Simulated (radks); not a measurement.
Values are calculated unless marked as measured or tabulated.
Q: Tc2+, 41 electrons, occupied as [Kr] 4d4.5 5s0.5 (fractional occupations, a model configuration). Level of theory: scalar-relativistic Kohn-Sham, BLYP, spin-unpolarised, spherical densities, point nucleus (a radial shooting solver on a logarithmic mesh with Libxc functionals). Some entries of the table are withheld. Estimate them.

orbital,occ.,eigenvalue (eV),<1/r> (bohr^-1)
1s,2,-20891.19,44.71
2s,2,(1),(2)
2p,6,-2684.012,9.795
3s,2,-536.8559,3.479
3p,6,-434.3331,3.311
3d,10,-268.3379,(3)
4s,2,-91.5466,(4)
4p,6,-63.3830,1.157
4d,4.5,-23.9415,0.8344
5s,0.5,-19.3226,0.4599

A: 
(1) 2s eigenvalue (eV): -2996.426
(2) 2s <1/r> (bohr^-1): 10.09
(3) 3d <1/r> (bohr^-1): 3.082
(4) 4s <1/r> (bohr^-1): 1.297
